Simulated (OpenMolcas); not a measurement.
# Se3+: effect of the IPEA shift

- Program: OpenMolcas 26.06
- Basis: ANO-RCC-VTZP [6s5p3d1f]
- Scalar Hamiltonian: DKH2, point nucleus
- Active space: 3 electrons in 9 orbitals (RAS2 4s 4p; RAS3 4d, at most 2 electrons)
- State averaging: 2S+1 = 4 odd, 1 root; 2S+1 = 2 odd, 11 roots; 2S+1 = 4 even, 3 roots; 2S+1 = 2 even, 9 roots
- Spin-orbit coupling: RASSI with atomic mean-field integrals over the reference wave functions, term energies averaged over their components

Methods on the same reference wave functions:
A. RASSCF
B. MS-RASPT2, IPEA 0 Eh, imaginary shift 0.1 Eh (closed shells correlated: 3d)
C. MS-RASPT2, IPEA 0.25 Eh, imaginary shift 0.1 Eh (closed shells correlated: 3d)

Energies in cm⁻¹ above 4s² 4p ²P°_1/2, the measured ground level; measured values from Moore, Atomic Energy Levels, vol. II, NSRDS-NBS 35 (1971 reprint of NBS Circular 467, 1952).

```tsv
Level	A	B	C	Measured
4s² 4p ²P°_1/2	0.0	0.0	0.0	0.0
4s² 4p ²P°_3/2	3919	3929	3929	4376
4s 4p² ⁴P_1/2	73823	75977	75991	
4s 4p² ⁴P_3/2	75343	77506	77519	
4s 4p² ⁴P_5/2	77545	79698	79712	
4s 4p² ²D_3/2	102109	102094	102209	104211
4s 4p² ²D_5/2	102389	102387	102502	104706
4s 4p² ²S_1/2	130017	128843	129043	128787
4s 4p² ²P_1/2	139435	138162	138354	136134
4s 4p² ²P_3/2	141619	140344	140535	138354
```

Deviations, from unrounded energies. A percentage is the sum of absolute deviations over the sum of measured energies, with the sign that they share, or ± where signs differ.

```json
{"Against measurement": "mean absolute deviation (cm-1)", "Levels": "6", "A": "2100", "B": "1500", "C": "1600"}
{"Against measurement": "fine structure of the ground term (%)", "Levels": "1", "A": "-10.4", "B": "-10.2", "C": "-10.2"}
{"Against measurement": "other configurations (%)", "Levels": "5", "A": "±2.0", "B": "±1.4", "C": "±1.4"}
```

B, C lie about equally close to measurement and A furthest from it. The largest miss of B in the table is 4s 4p² ²D_5/2, by -2300 cm-1. The ranking rests on the paired levels alone, and a cruder setting can come out closer through cancelling errors.

Between B and C the level of the table that moves most is 4s 4p² ²S_1/2, by 200 cm-1 (lowest in B, highest in C).

The lowest spin-free term lies below A's lowest term by 0.053 hartree in B, 0.053 hartree in C.

Active for correlation alone: 4d; no level in the range computed is led by a configuration that fills it, so any true level of that kind is missing. Computed and measured levels are paired by configuration, term and J; levels that our copy of the source lacks, or whose pairing is in doubt (as where it misses far off the trend of its configuration), stay unpaired and out of the deviations. Levels of configurations outside the active space are missing. The table leaves out levels that lie high or whose names do not pair safely across all columns.

° marks odd parity.
